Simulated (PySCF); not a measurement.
Polarisability and C₆ of Cd²⁺ (cadmium, charge +2)

[Kr] 4d10, closed-shell 1S. Computed with PySCF 2.14 in def2-QZVPPD with the def2 core potential (28 electrons) (7s5p4d4f2g, 88 functions), with scalar relativity through the core potential. Coupled (time-dependent) response in atomic units; α is the mean over directions.

```json
{"method": "UHF", "mean α (bohr³)": "4.877", "C₆ (like pair)": "24.11", "S(−4)": "4.422"}
{"method": "PBE", "mean α (bohr³)": "5.654", "C₆ (like pair)": "28.62", "S(−4)": "6.989"}
{"method": "PBE0", "mean α (bohr³)": "5.389", "C₆ (like pair)": "27.10", "S(−4)": "5.997"}
{"method": "M06", "mean α (bohr³)": "5.367", "C₆ (like pair)": "26.76", "S(−4)": "6.024"}
{"method": "wB97M-V", "mean α (bohr³)": "5.466", "C₆ (like pair)": "27.47", "S(−4)": "6.374"}
```

S(−4) is the Cauchy moment in α(ω) = α(0) + S(−4) ω² + …

α(iu) at PBE0:

```
u (hartree)  α(iu) (bohr³)
          0          5.389
     0.0500          5.374
      0.100          5.330
      0.200          5.166
      0.300          4.929
      0.500          4.364
      0.750          3.682
       1.00          3.112
       1.50          2.273
       2.00          1.712
       3.00          1.046
       5.00         0.4880
```

A single London oscillator, α(iu) = α/(1 + u²/ω²), gives C₆ = (3/4) ω α². Matching the computed C₆ needs ω = 4 × 27.10 / (3 × 5.389²) = 1.24 hartree.

For an ion, C₆ is the dispersion term alone; charge-induced terms of lower order in 1/R come first.

Energies and moments cover only the electrons outside the core potential.
